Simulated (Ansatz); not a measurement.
Ansatz results at the PBE0-D4/def2-TZVP geometry: size of the dipole moment (B3LYP/def2-TZVPP) 2.59 D; HOMO energy (PBE0/def2-TZVPP) -8.02 eV; LUMO energy (PBE0/def2-TZVPP) -0.41 eV.

Each molecule was computed in one conformer, which needn't be the lowest.

(1) Which molecule gave them?
A. `B[Si](C)(F)Cl`
B. `FC([SiH3])CBr`
C. `C[Si](C)(F)Br`
D. `[CH3][Zn][O]C=N`

## Answers

(1) B. The others give `C[Si](C)(F)Br`: 2.45, -8.29, 0.87; `B[Si](C)(F)Cl`: 2.16, -8.24, -2.66; `[CH3][Zn][O]C=N`: 3.87, -7.50, -0.63.

B3LYP here is the variant with VWN-RPA as its local correlation; programs differ in this.
